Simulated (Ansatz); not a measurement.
Geometry optimisation of the cluster CsBr2⁻.

```yaml
crystal:
  periodic: [false, false, false]
  atoms:
    - {symbol: Cs, position_ang: [-0.000870, -0.004460, 0.006550]}
    - {symbol: Br, position_ang: [3.874720, 1.219760, 1.646400]}
    - {symbol: Br, position_ang: [-3.873850, -1.215300, -1.652940]}
basis:
  gaussian: {orbitals: def2-TZVPD}
total_charge: -1
hamiltonian: {xc: pbe0, dispersion: d4}
scf: {lower_state_search: "off"}
output: {orbitals: {seedname: orbitals}}
relax: {f_tol: 0.02, max_steps: 100}
```

```sh
$ ansatz run in.yaml --threads 4 --pin off --events-out ev --progress --plain --max-ram 3916MiB
```

It prints (some lines left out):

```
Functional definition: PBE0
mean field -140630.12917742 eV, -5168.0619247448 hartree, gradient 2.6e-6 eV, S^2 0.000000; 0 other end points of the search recorded, 0 dependent functions left out
relax step   1: F+E_penalty+E_count = -140630.17087096 eV  Δ(F+E_penalty+E_count) = +0.000e0 eV  max|allowed force component| = 4.314e-1 eV/Å  Δτ_max = 0.0000 Å  (14 SCF iters, accepted)
mean field -140630.20766540 eV, -5168.0648091251 hartree, gradient 4.9e-7 eV, S^2 0.000000; 0 other end points of the search recorded, 0 dependent functions left out
relax step   2: F+E_penalty+E_count = -140630.24328244 eV  Δ(F+E_penalty+E_count) = -7.241e-2 eV  max|allowed force component| = 4.698e-1 eV/Å  Δτ_max = 0.0708 Å  (19 SCF iters, accepted)
mean field -140630.42664355 eV, -5168.0728564235 hartree, gradient 2.9e-6 eV, S^2 0.000000; 0 other end points of the search recorded, 0 dependent functions left out
relax step   3: F+E_penalty+E_count = -140630.45983348 eV  Δ(F+E_penalty+E_count) = -2.166e-1 eV  max|allowed force component| = 5.001e-1 eV/Å  Δτ_max = 0.1950 Å  (18 SCF iters, accepted)
mean field -140630.64285651 eV, -5168.0808021034 hartree, gradient 1.2e-6 eV, S^2 0.000000; 0 other end points of the search recorded, 0 dependent functions left out
relax step   4: F+E_penalty+E_count = -140630.67754381 eV  Δ(F+E_penalty+E_count) = -2.177e-1 eV  max|allowed force component| = 4.811e-1 eV/Å  Δτ_max = 0.1950 Å  (19 SCF iters, accepted)
mean field -140630.84108965 eV, -5168.0880870369 hartree, gradient 1.4e-6 eV, S^2 0.000000; 0 other end points of the search recorded, 0 dependent functions left out
relax step   5: F+E_penalty+E_count = -140630.87723300 eV  Δ(F+E_penalty+E_count) = -1.997e-1 eV  max|allowed force component| = 4.145e-1 eV/Å  Δτ_max = 0.1949 Å  (19 SCF iters, accepted)
mean field -140630.99358914 eV, -5168.0936912896 hartree, gradient 1.7e-6 eV, S^2 0.000000; 0 other end points of the search recorded, 0 dependent functions left out
relax step   6: F+E_penalty+E_count = -140631.03101414 eV  Δ(F+E_penalty+E_count) = -1.538e-1 eV  max|allowed force component| = 2.651e-1 eV/Å  Δτ_max = 0.1950 Å  (19 SCF iters, accepted)
mean field -140631.02668716 eV, -5168.0949076194 hartree, gradient 2.6e-6 eV, S^2 0.000000; 0 other end points of the search recorded, 0 dependent functions left out
relax step   7: F+E_penalty+E_count = -140631.06452475 eV  Δ(F+E_penalty+E_count) = -3.351e-2 eV  max|allowed force component| = 1.860e-1 eV/Å  Δτ_max = 0.0653 Å  (19 SCF iters, accepted)
mean field -140631.04707218 eV, -5168.0956567551 hartree, gradient 1.7e-6 eV, S^2 0.000000; 0 other end points of the search recorded, 0 dependent functions left out
relax step   8: F+E_penalty+E_count = -140631.08589329 eV  Δ(F+E_penalty+E_count) = -2.137e-2 eV  max|allowed force component| = 8.574e-2 eV/Å  Δτ_max = 0.1534 Å  (19 SCF iters, accepted)
mean field -140631.05034940 eV, -5168.0957771909 hartree, gradient 6.9e-7 eV, S^2 0.000000; 0 other end points of the search recorded, 0 dependent functions left out
relax step   9: F+E_penalty+E_count = -140631.08877003 eV  Δ(F+E_penalty+E_count) = -2.877e-3 eV  max|allowed force component| = 4.082e-2 eV/Å  Δτ_max = 0.0617 Å  (20 SCF iters, accepted)
mean field -140631.05117900 eV, -5168.0958076779 hartree, gradient 2.4e-6 eV, S^2 0.000000; 0 other end points of the search recorded, 0 dependent functions left out
relax step  10: F+E_penalty+E_count = -140631.08973549 eV  Δ(F+E_penalty+E_count) = -9.655e-4 eV  max|allowed force component| = 3.641e-4 eV/Å  Δτ_max = 0.0212 Å  (19 SCF iters, accepted)
Total energy: -140631.08977297 eV, -5168.0972259802 hartree
Atom 0 at     0.000010     0.000279    -0.000448 Å, force     0.000364     0.000095     0.000188 eV/Å
Atom 1 at     2.965142     0.931686     1.262788 Å, force    -0.000059    -0.000009    -0.000042 eV/Å
Atom 2 at    -2.965152    -0.931964    -1.262331 Å, force    -0.000305    -0.000086    -0.000146 eV/Å
Dipole moment:    -0.000074     0.000435    -0.000789 e Å
Checks for a lower state left out: stability, starts, cluster_reference, orbital_swaps, neighbouring_geometries, increment
```

Run time 21 s (4 threads of Arm Neoverse V1 on a shared host).

In the def2 sets Cs takes a core potential; there is no spin–orbit coupling. The structure comes from a short search, and lower isomers may exist.
